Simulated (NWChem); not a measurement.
Correlation energy of HAl

```xyz
2

Al     0.0000     0.0000     0.1203
H      0.0000     0.0000    -1.5639
```
Charge 0, spin multiplicity 1.

All runs are NWChem calculations. The geometry was optimised at PBE/def2-SVP, a minimum by its harmonic frequencies.

Basis set: cc-pVDZ. Each correlation energy counts from its own Hartree-Fock reference.

```csv
method,correlation energy (mHa),difference from CCSD(T)
RI-MP2,-51.7,+23.0
CR-CCSD[T],-74.6,+0.1
CR-CCSD(T),-74.6,+0.1
MP2,-51.8,+22.9
SCS-MP2,-59.9,+14.8
CCSDT,-75.0,-0.4
CCSD,-73.7,+1.0
CCSD+T(CCSD),-74.7,0.0
CCSD(T),-74.7,0.0
```

The values span 23.3 mHa, from CCSDT (lowest) to RI-MP2 (highest). 

The correlated methods keep 5 core orbitals frozen. The structure started from a generated list of species. Differences from the coupled-cluster row are differences between methods, not errors against experiment.
